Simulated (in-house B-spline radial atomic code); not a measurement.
OEP/ALDAx excitations of Tc XXXII (Tc31+)

Method: OEP/ALDAx. Computed with a B-spline radial code for spherical atoms: linear response of the closed shell [Ne] 3s2 with the adiabatic LDA exchange kernel on the exchange-only optimised effective potential; non-relativistic, point nucleus, no spin-orbit coupling, no double excitations, S, P, D and F terms only.

Without relativity these are model numbers for so heavy an element.

Command:
```bash
python run_td.py task.json out
```
Settings (radii: box in bohr, nucleus in fm):
```
Z                        43
electrons                12
configuration            [Ne] 3s2
hamiltonian              nr
method                   oep
box_radius               3.94
intervals                67
```

Cost of the run: 0.4 s on 1 thread of Arm Neoverse N1, with other jobs on the host.

The lowest states, in the order of their Tamm-Dancoff energies; the method's threshold (minus the highest occupied level) is 1790.96 eV. Labels give the largest channel, * marks a mixed state, and oscillator strengths are full-response dipole values. Semilocal kernels can invert the small singlet-triplet splittings of Rydberg terms. Energies in eV:

```
     state  full response  Tamm-Dancoff  oscillator strength
3s → 3p 3P          59.02         59.82                    -
3s → 3p 1P          86.28         88.59                0.423
3s → 3d 3D         160.78        161.00                    -
3s → 3d 1D         171.59        171.62                    -
3s → 4s 3S         819.93        819.94                    -
3s → 4s 1S         826.92        826.98                    -
3s → 4p 3P         848.72        848.73                    -
3s → 4p 1P         851.41        851.43                0.659
3s → 4d 3D              ?             ?                    -
3s → 4d 1D              ?             ?                    -
```

Where does 3s → 4d 3D lie?

At 885.75 eV in full response, 885.77 eV in Tamm-Dancoff.

Where does 3s → 4d 1D lie?

At 887.76 eV in full response, 887.77 eV in Tamm-Dancoff.

How large is the singlet-triplet splitting of 3s → 3p (P terms) in Tamm-Dancoff?

28.8 eV, from the unrounded values.

What polarisabilities and dispersion coefficient does the method give?

Dipole 0.04348 bohr³, quadrupole 0.00229 bohr⁵, C6 0.004836 hartree·bohr⁶ for two such species.
